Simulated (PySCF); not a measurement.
Species: C₃H₁₁GeNSi.
InChI=1S/C3H11GeNSi/c4-5(6)3-1-2-3/h3H,1-2H2,4,6H3

A linear-response calculation (PySCF, def2-SVPD basis, gas phase, vertical, core orbitals frozen in the response) gave these numbers; the functional is withheld.

Orbital energies (eV): HOMO-3 -9.20, HOMO-2 -8.85, HOMO-1 -8.02, HOMO -6.84, LUMO 0.27, LUMO+1 0.30, LUMO+2 0.95.

```tsv
state	E (eV)	f	main configurations (H = HOMO, L = LUMO)
S1	5.79	0.0047	H→L (98%)
S2	6.10	0.027	H→L+1 (97%)
S3	6.67	0.0020	H→L+2 (79%), H→L+3 (11%)
S4	6.84	0.0080	H→L+3 (67%), H→L+4 (15%), H→L+2 (13%)
S5	6.92	0.0051	H→L+4 (79%), H→L+3 (15%)
S6	6.98	0.014	H→L+5 (65%), H→L+6 (24%)
```

Triplets, Tamm–Dancoff:

| state | E (eV) | λ (nm) | main configurations (H = HOMO, L = LUMO) |
| --- | --- | --- | --- |
| T1 | 5.46 | 227.1 | H→L (90%) |
| T2 | 5.91 | 209.7 | H→L+1 (89%) |
| T3 | 6.40 | 193.7 | H→L+3 (50%), H→L+2 (36%) |
| T4 | 6.63 | 187.1 | H→L+2 (44%), H→L+3 (26%), H→L+4 (9%) |

Vertical ionisation energy by ΔSCF with the same functional: 8.52 eV. Mean static polarisability: 99.6 au.

Question: Name the functional.
A. HF
B. wB97X-D
C. PBE
D. PBE0

Answer: D. PBE0 is a global hybrid with 25% exact exchange. In this run −ε(HOMO) = 6.84 eV differs from the ΔSCF value by -1.68 eV, and S1 differs from the orbital gap of 7.11 eV by -1.32 eV. The ratio −ε(HOMO)/IP is 0.80. Usual ranges for neutral molecules in this basis: 0.7 to 0.83 with PBE0, 0.5 to 0.7 with PBE, 0.89 to 0.99 with wB97X-D; with Hartree–Fock the ratio is 1 or more (Koopmans' value less the relaxation energy is the ΔSCF value). The other options: PBE, a GGA without exact exchange; HF, time-dependent Hartree–Fock, 100% exact exchange; wB97X-D, range-separated, 22% exact exchange at short range and 100% at long range (ω = 0.2 bohr⁻¹).

Computed, not measured: TDDFT PBE0/def2-SVPD, vertical, gas phase, core orbitals frozen in the response (PySCF 2.14.0, density-fitted response routines). The structure is a single PBE0-D3(BJ)/def2-SVP conformer in the gas phase; no vibrational or solvent corrections. Relativistic effects, spin–orbit coupling among them, are left out although an element past zinc is present.

Conformer computed: `[SiH3:1][N:2]([GeH3:3])[CH:4]1[CH2:5][CH2:6]1`: Si1–N2–C4–C5 -131°.
